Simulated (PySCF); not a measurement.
Level of theory: PySCF, PBE0, basis Tl def2-TZVP with ECP60, H def2-TZVP (scalar-relativistic core potentials, no spin–orbit coupling, density fitting). Open shells, if any, are unrestricted.

**Question.** What shape and geometry does isolated singlet TlH₂⁺ take (every ligand bound to Tl)?

**Answer.** Counting electrons, thallium keeps none of its valence electrons outside its bonds, so the VSEPR class is AX2 and the expected shape is linear (D∞h), as computed. The lowest minimum found is a singlet of D∞h symmetry with Tl–H 1.660 Å (×2); H–Tl–H 180.0°. Its harmonic wavenumbers are 804 (πu), 2047 (σg+), 2108 (σu+) cm⁻¹ and its dipole moment is 0.00 D about the centre of mass.

This need not be the most stable arrangement of these atoms. With an element this heavy the missing spin–orbit coupling can shift these numbers.
